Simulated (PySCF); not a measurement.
**A search over the determinants of CsNa**

Unrestricted PBE0; PySCF, scalar-relativistic core potentials, basis sets Cs def2-SVP with ECP46, Na def2-SVP. Outer shells of the fragments: Cs 6s1; Na 3s1.

Followed along the bond (rough minima from three points):

| 2Ms+1 | unpaired | ⟨S²⟩ at the start | R at minimum (Å) | Te (eV) |
| --- | --- | --- | --- | --- |
| 1 | none | 0.00 | 3.93 | 0.00 |
| 3 | σ ↑, π ↑ | 2.00 | 3.85 | 1.26 |
| 1 | σ ↑, π ↓ | 1.00 | 4.09 | 1.54 |
| 3 | σ ↑↑ | 2.00 | none in the scan | ≤ 0.55 |

Solutions found at the starting distance of 3.780 Å, counted from the lowest of them; the search is not exhaustive and high or unbound solutions are not listed, so other states can lie among these:

```csv
2Ms+1,unpaired,term,E (eV),⟨S²⟩,⟨Lz²⟩,μ (D)
1,none,¹Σ⁺,0.00,0.00,0.00,-4.38
3,σ ↑↑,³Σ⁺,0.78,2.00,0.00,0.56
3,"σ ↑, π ↑",³Π,1.25,2.00,1.00,-4.89
1,"σ ↑, π ↓",mixed,1.56,1.00,1.00,-2.87
3,"σ ↑, δ ↑",³Δ,2.37,2.00,4.00,2.32
1,"σ ↑, δ ↓",mixed,2.39,1.00,4.00,2.05
```

A term symbol is given only where ⟨S²⟩ and ⟨Lz²⟩ are close to those of a pure state; real π, δ and φ orbitals otherwise mix terms. A positive dipole means Cs(−)Na(+).

Spin–orbit coupling is left out. Counting both spins, an empty level lies below a filled one in some of these solutions, because spin and occupation are held.
